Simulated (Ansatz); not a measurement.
The same path of ClF$_{4}$HHf (7 atoms, charge 0, multiplicity 1) was run twice with different band settings. Lost on the way: Hf1–Cl2, F6–H7. Made: Cl2–H7.

These are results of Ansatz 0.2.0, RKS PBE-D4/def2-SVP, not measurements.

Relaxed end points:

```xyz
7
Properties=species:S:1:pos:R:3
Hf -0.093 0.000 0.059
Cl 0.119 0.000 2.496
F 1.760 0.000 -0.387
F -0.700 1.599 -0.794
F -0.700 -1.599 -0.794
F -2.254 0.000 1.035
H -1.874 0.000 1.929
```

```xyz
7
Properties=species:S:1:pos:R:3
Hf -0.459 0.000 -0.508
Cl -0.159 0.000 3.486
F 1.330 0.000 0.162
F -0.697 1.549 -1.601
F -0.697 -1.549 -1.601
F -1.828 0.000 0.864
H -1.230 0.000 2.741
```

Common settings: movable images 7; climbing image yes; spring 5.0 eV/Å²; optimiser quadratic models (default); force threshold 0.05 eV/Å; iteration limit 60; end points relaxed.

| run | start path |
| --- | --- |
| 1 | through a guess of the saddle point |
| 2 | straight line |

Problem. What does each run give, and how far can it be trusted?

Solution. Run 1: converged after 9 iterations, highest image 0.214 eV above the first end. Beside the main top the profile has a ripple of under 15 meV (maxima at images 4, 7), which may be a very shallow well or noise. A vibrational analysis at the climbing image gives one clearly imaginary mode, 87i cm⁻¹, and a faint second one (38i cm⁻¹) that may be numerical noise or a soft torsion: probably a first-order saddle point.
Run 2: converged after 10 iterations, highest image 0.216 eV above the first end. Beside the main top the profile has a ripple of under 15 meV (maxima at images 3, 6), which may be a very shallow well or noise. Another band between the same ends (7 images) ends at a top of the same energy, where a vibrational analysis finds 1 clearly imaginary mode.
The orbitals stay closed-shell, which can raise the energy where a bond breaks towards radicals; this wasn't checked here.
